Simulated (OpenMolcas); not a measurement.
# Mg I: thermal populations, worked from levels

```json
{
 "Program": "OpenMolcas 26.06",
 "Basis": "ANO-RCC-VTZP [5s4p2d1f]",
 "Scalar Hamiltonian": "DKH2, point nucleus",
 "Active space": "2 electrons in 4 orbitals (3s 3p)",
 "State averaging": "2S+1 = 3 even, 3 roots; 2S+1 = 1 even, 1 root; 2S+1 = 3 odd, 3 roots; 2S+1 = 1 odd, 3 roots",
 "Spin-orbit coupling": "RASSI with atomic mean-field integrals over the reference wave functions, term energies averaged over their components"
}
```

Methods: CASSCF; SS-CASPT2, IPEA 0.25 Eh, imaginary shift 0.1 Eh (closed shells correlated: 2s 2p). Measured levels: NIST Handbook of Basic Atomic Spectroscopic Data.

**Thermal populations.** Z = Σ (2J + 1) exp(-E/kT) with k = 0.695035 cm-1/K, over the levels below. No other level of either list lies under 41100 cm-1, which is above 7 kT at each temperature.

| Level | 2J + 1 | SS-CASPT2 | measured |
| --- | --- | --- | --- |
| 3s2 1S0 | 1 | 0.0 | 0.0 |
| 3s 3p 3P* 0 | 1 | 21832 | 21850 |
| 3s 3p 3P* 1 | 3 | 21848 | 21870 |
| 3s 3p 3P* 2 | 5 | 21879 | 21911 |
| 3s 3p 1P* 1 | 3 | 38574 | 35051 |

```csv
T (K),"Z, SS-CASPT2","Z, measured levels","Ground level (%), SS-CASPT2","Ground level (%), measured levels"
8000,1.179,1.181,84.8,84.7
```

At 8000 K, kT = 5560 cm-1, and the computed levels give Z = 1.000 + 0.020 + 0.059 + 0.098 + 0.003 = 1.179.

Without dynamic correlation excited terms often stand tens of per cent too high (terms of higher spin than the ground term too low), and those without a measured partner can miss by more than the paired ones (holds for CASSCF). Measured partners are found by configuration, term and J. A level has none where our copy of the source lacks it or the pairing is in doubt (some pairs that miss far off the trend of their configuration count as doubtful), and it then counts in no deviation. Only configurations of the active space appear.

* marks odd parity.
